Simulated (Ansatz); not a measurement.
Cl3In, SMILES `[Cl][In]([Cl])[Cl]` with one electron removed (charge 1, multiplicity 2), Ansatz (a program for electronic structure) with frozen-core CCSD(T)/def2-TZVPP // PBE0-D4/def2-TZVP. The calculation was stopped at its time limit.

Ansatz 0.2 input:
```yaml
crystal:
  periodic: [false, false, false]
  atoms:
    - { symbol: Cl, position_ang: [2.128512, -0.85068, -0.027159] }
    - { symbol: In, position_ang: [0.000047, -0.000038, 0.000026] }
    - { symbol: Cl, position_ang: [-1.80137, -1.416724, -0.051329] }
    - { symbol: Cl, position_ang: [-0.327189, 2.267441, 0.078462] }
basis:
  gaussian: { orbitals: def2-TZVPP }
correlation:
  method: ccsd_t
total_charge: 1
magnetization:
  spin_polarized: true
  initial_magnetization: 1
```

The last lines of the output:

```
determinant -42652.31420443 eV, -1567.4436362360 hartree, with singles and doubles -42676.02069861 eV, -1568.3148338280 hartree
determinant -42654.32300771 eV, -1567.5174583949 hartree, with singles and doubles -42677.04380159 eV, -1568.3524321691 hartree
determinant -42654.32297946 eV, -1567.5174573567 hartree, with singles and doubles -42677.04377489 eV, -1568.3524311879 hartree
determinant -42654.32281250 eV, -1567.5174512210 hartree, with singles and doubles -42677.04362706 eV, -1568.3524257553 hartree
determinant -42654.16923259 eV, -1567.5118072633 hartree, with singles and doubles -42676.86899187 eV, -1568.3460080305 hartree
determinant -42654.16905246 eV, -1567.5118006438 hartree, with singles and doubles -42676.86882231 eV, -1568.3460017994 hartree
determinant -42653.75019487 eV, -1567.4964079112 hartree, with singles and doubles -42676.91864495 eV, -1568.3478327474 hartree
determinant -42654.32300771 eV, -1567.5174583949 hartree, with singles and doubles -42677.06024913 eV, -1568.3530366050 hartree
determinant -42654.32297946 eV, -1567.5174573567 hartree, with singles and doubles -42677.06022339 eV, -1568.3530356592 hartree
determinant -42654.32281250 eV, -1567.5174512210 hartree, with singles and doubles -42677.06008192 eV, -1568.3530304604 hartree
determinant -42654.16923259 eV, -1567.5118072633 hartree, with singles and doubles -42676.88494089 eV, -1568.3465941460 hartree
determinant -42654.16905246 eV, -1567.5118006438 hartree, with singles and doubles -42676.88477950 eV, -1568.3465882152 hartree
determinant -42653.75019487 eV, -1567.4964079112 hartree, with singles and doubles -42676.92832777 eV, -1568.3481885846 hartree
determinant -42653.75003409 eV, -1567.4964020027 hartree, with singles and doubles -42676.92818285 eV, -1568.3481832587 hartree
determinant -42653.74998219 eV, -1567.4964000952 hartree, with singles and doubles -42676.92813404 eV, -1568.3481814650 hartree
determinant -42653.41951959 eV, -1567.4842558188 hartree, with singles and doubles -42676.76009602 eV, -1568.3420061817 hartree
determinant -42653.41938706 eV, -1567.4842509484 hartree, with singles and doubles -42676.75999168 eV, -1568.3420023472 hartree
determinant -42653.30994707 eV, -1567.4802291029 hartree, with singles and doubles -42676.80991599 eV, -1568.3438370318 hartree
determinant -42653.30992533 eV, -1567.4802283039 hartree, with singles and doubles -42676.80989785 eV, -1568.3438363652 hartree
```
